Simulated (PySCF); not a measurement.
A species of formula C2H11NO3Si3 has this rotational fingerprint, computed with PBE0/pcSseg-1 in PySCF (dipole) on a GFN2-xTB geometry, gas phase:

```
Rotational constants : A = 1298, B = 829.2, C = 633.5 MHz
Dipole components    : |μa| = 1.01 D, |μb| = 0.14 D, |μc| = 0.23 D
Inertial defect      : -201.23 u·Å²
κ                    : -0.41
```

Question: Which candidate fits, each taken in the one conformer that was computed?
A. `[NH2:1][Si@@:2]1([O:3][SiH3:4])[CH2:5][CH2:6][Si@H:7]([OH:8])[O:9]1` with H–N1–Si2–O3 -41° and 93°, N1–Si2–O3–Si4 -155°, C6–Si7–O8–H -142°, N1–Si2–C5–C6 100°, Si2–C5–C6–Si7 26°, C5–C6–Si7–O8 90°, C6–Si7–O9–Si2 16°
B. `[CH3:1][CH2:2][NH:3][SiH:4]1[O:5][SiH2:6][O:7][SiH2:8][O:9]1` with C1–C2–N3–Si4 82°, C2–N3–Si4–O5 60°
C. `[CH3:1][NH:2][Si@@H:3]1[O:4][SiH2:5][O:6][Si@@H:7]([CH3:8])[O:9]1` with C1–N2–Si3–O4 179°, N2–Si3–O4–Si5 -126°, Si3–O4–Si5–O6 6°, O4–Si5–O6–Si7 6°, Si5–O6–Si7–C8 -130°

Answer: A. It is N[Si@@]1(O[SiH3])CC[Si@H](O)O1, an asymmetric top, point group C1. The candidates at the same level (rigid rotor, commonest isotopes):

```csv
SMILES,A (MHz),B (MHz),C (MHz),μa (D),μb (D),μc (D),Δ (u·Å²),point group,rotor
CCN[SiH]1O[SiH2]O[SiH2]O1,2045,636.7,524.8,1.36,0.28,0.30,-77.90,C1,asymmetric top
N[Si@@]1(O[SiH3])CC[Si@H](O)O1,1298,829.2,633.5,1.01,0.14,0.23,-201.23,C1,asymmetric top
CN[Si@@H]1O[SiH2]O[Si@@H](C)O1,1461,831.1,586.5,0.98,0.38,0.18,-92.13,C1,asymmetric top
```

`CN[Si@@H]1O[SiH2]O[Si@@H](C)O1` has A 13 % too high; `CCN[SiH]1O[SiH2]O[SiH2]O1` has A 58 % too high. No structure here is proved a minimum.
